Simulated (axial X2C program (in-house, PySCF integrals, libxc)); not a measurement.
# Outer orbitals of As₂⁺ at 2.185 Å, PBE0

All values were computed with an in-house all-electron X2C program for linear molecules (integrals from PySCF). Spin-free means the one-electron spin-free X2C Hamiltonian; two-component (2c) means X2C with spin–orbit coupling and atomic mean-field two-electron Coulomb and Gaunt terms, so the difference of the two also holds small scalar two-electron terms. Basis: As dyall-cv3z [9s9p6d4f1g] (cores contracted in-house); Gaussian nuclei, density fitting, unrestricted open shells. Masses: As 74.922 u.

The distance is close to the 2c PBE0 minimum; the highest filled and lowest empty levels are listed.

Spin-free orbitals, state M_S = 1/2, Λ = 1 (beyond evenly filled blocks: π+α, π+β, π-α) (Löwdin shares):

```
symmetry  occupied  ε (eV)             atomic character
      σα       yes  -25.98  82% As s, 13% As p, 4% As d
      σβ       yes  -25.26  82% As s, 13% As p, 4% As d
      σα       yes  -21.09  75% As s, 19% As p, 5% As d
      σβ       yes  -20.61  75% As s, 20% As p, 4% As d
      σα       yes  -14.59           86% As p, 13% As s
      σβ       yes  -14.38           86% As p, 13% As s
     π-α       yes  -14.30            94% As p, 5% As d
     π+α       yes  -14.30            94% As p, 5% As d
     π+β       yes  -13.66            95% As p, 5% As d
     π-β        no  -11.71            95% As p, 4% As d
     π-α        no   -9.57            91% As p, 8% As d
     π+α        no   -9.57            91% As p, 8% As d
     π+β        no   -9.09            90% As p, 8% As d
```

Spinors with spin–orbit coupling (state Ω = 3/2):

```tsv
ω	occupied	ε (eV)	atomic character	λ mixture
1/2	yes	-25.96	82% As s, 13% As p, 4% As d	100% σ
-1/2	yes	-25.25	82% As s, 13% As p, 4% As d	100% σ
1/2	yes	-21.08	75% As s, 19% As p, 5% As d	100% σ
-1/2	yes	-20.60	75% As s, 20% As p, 4% As d	100% σ
1/2	yes	-14.58	86% As p, 13% As s	100% σ
-1/2	yes	-14.38	94% As p, 5% As d	100% π
-1/2	yes	-14.37	86% As p, 12% As s	100% σ
3/2	yes	-14.20	94% As p, 5% As d	100% π
1/2	yes	-13.74	95% As p, 5% As d	100% π
-3/2	no	-11.61	95% As p, 4% As d	100% π
-1/2	no	-9.65	91% As p, 7% As d	100% π
3/2	no	-9.45	91% As p, 8% As d	100% π
1/2	no	-9.17	90% As p, 8% As d	100% π
```

How does the gap between the highest filled and lowest empty level change from the spin-free to the 2c table?

From 1.95 to 2.13 eV at PBE0, a change of 0.18 eV.

Mulliken charges and populations of the two-component result (they depend on the basis, above all on diffuse functions):

As1 0.50 e (s 7.94 p 14.47 d 10.09 f 0.01), As2 0.50 e (s 7.94 p 14.47 d 10.09 f 0.01). ⟨Lz⟩ = 1.00 ħ and ⟨Sz⟩ = 0.50 ħ (0.25 and 0.25 on the two atoms), which add up to Ω.

One determinant describes the state; a PBE0 search over occupations chose it and may have missed a lower one. Density functionals use the spin component along the axis (collinear). Without a current term, density functionals place determinants with orbital angular momentum somewhat too high.
